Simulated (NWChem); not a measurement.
**Tetragonal strain in Si (diamond structure): the shear constant**

Program: NWChem. Level: LDA (Vosko), default library pseudopotentials (valence charges Si 4), cutoff 15 Ha, shifted 6×6×6 mesh, two-atom cell, no spin-orbit coupling. The cubic cell (a = 5.382 Å, near this level's equilibrium) is stretched by 1 + δ along x and y and by (1 + δ)^−2 along z, at constant volume; symmetry keeps the atoms on their sites.

```csv
δ,E − E(0) (meV/cell)
-0.020,31.61
-0.010,?
-0.005,1.84
0.000,0.00
0.005,1.79
0.010,6.95
```

**Question.** The cell volume is 38.97 Å³. To second order E − E(0) = 3V(C₁₁ − C₁₂)δ². Fit Aδ² + Bδ³, give C₁₁ − C₁₂, and predict the withheld row.

**Answer.** A ≈ 73 eV and B ≈ -320 eV, with a largest residual of 0.02 meV, so C₁₁ − C₁₂ = A/(3V) ≈ 100 GPa. The fit predicts 7.59 meV at δ = -0.010; the run gave 7.56.
